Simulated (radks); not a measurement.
The numbers below are computed, except where a source is named.
Question: These are the eigenvalues of the occupied orbitals of an atom or ion with whole-number occupations (hartree). Level of theory: Dirac Kohn-Sham, BLYP, spin-unpolarised, spherical densities, finite nucleus; Fermi nuclear charge, rms radius of each element as measured or else 0.836 A^(1/3) + 0.57 fm (a radial shooting solver on a logarithmic mesh with Libxc functionals).

1s1/2: -805.8795
2s1/2: -115.8388
2p1/2: -107.0508
2p3/2: -102.2367
3s1/2: -20.38462
3p1/2: -16.97531
3p3/2: -16.15864
3d3/2: -10.11953
3d5/2: -9.96040
4s1/2: -2.79879
4p1/2: -1.78376
4p3/2: -1.65868
4d3/2: -0.19252
4d5/2: -0.18072
5s1/2: -0.15551

Which element is it, and in what charge state? The configuration may be excited. Open shells, if any, fill j = l - 1/2 first.

Answer: Z = 44, ruthenium, charge 0: Ru in [Kr] 4d7 5s1. The list shows which subshells hold electrons but not how many an open one holds; the 1s level, -805.88 hartree, gives Z - s = 40.1 by -(Z - s)^2/2, which with screening and relativity narrows Z to a few neighbours, and the depths of the outer levels then fix element, charge and occupations together.
